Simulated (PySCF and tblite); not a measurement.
Values are calculated unless marked as measured or tabulated.
trans-1,2-dimethylcyclohexane, C8H16, numbered as in [CH3:1][C@@H:2]1[CH2:3][CH2:4][CH2:5][CH2:6][C@H:7]1[CH3:8].

Search: ETKDG and KDG, MMFF94s, GFN2-xTB, 90 starts; geometries at PBE0-D3(BJ)/def2-SVP. Free energies are B3LYP-D3(BJ)/def2-SVPD (IEF-PCM, chloroform) single points with GFN2-xTB rigid-rotor and vibrational terms (modes under about 100 cm⁻¹ blended into free rotors). Symmetry numbers and mirror images are counted. Conformers within 3 kcal/mol (GFN2-xTB free energy) were kept, 6 at most. Of two unlike H on one atom, a is the less shielded (PBE0/pcSseg-1 (IEF-PCM, chloroform)). Run with PySCF (density fitting) and tblite.

An NOE distance is ⟨r⁻⁶⟩^(−1/6) over all pairs of like atoms and, for the average, over conformers.

The 6-ring runs over atoms 2–3–4–5–6–7.

| conformer | shape | weight % |
| --- | --- | --- |
| 1 | 6-ring chair (all substituents equatorial) | 98.5 |
| 2 | 6-ring chair (C1, C8 axial) | 1.5 |

(1) Which H–H contacts under 3.5 Å would NOEs report (pairs on one atom left out) at 298.15 K?

Results:

(1) 
| pair | in 1 (Å) | in 2 (Å) | average (Å) |
| --- | --- | --- | --- |
| H1/H8 ··· H2/H7 | 2.74 | 2.66 | 2.74 |
| H2/H7 ··· H3b/H6b | 2.74 | 2.80 | 2.74 |
| H2/H7 ··· H3a/H6a | 2.74 | 2.67 | 2.74 |
| H3b/H6b ··· H4a/H5a | 2.75 | 2.76 | 2.75 |
| H3a/H6a ··· H4b/H5b | 2.75 | 2.73 | 2.75 |
| H3b/H6b ··· H4b/H5b | 2.79 | 2.80 | 2.79 |
| H3a/H6a ··· H4a/H5a | 2.79 | 2.80 | 2.79 |
| H2/H7 ··· H4b/H5b | 2.88 | 4.55 | 2.89 |
| H1/H8 ··· H3a/H6a | 3.13 | 2.97 | 3.13 |
| H1/H8 ··· H3b/H6b | 3.23 | 3.15 | 3.23 |

Longer pairs under the limit may be missing.
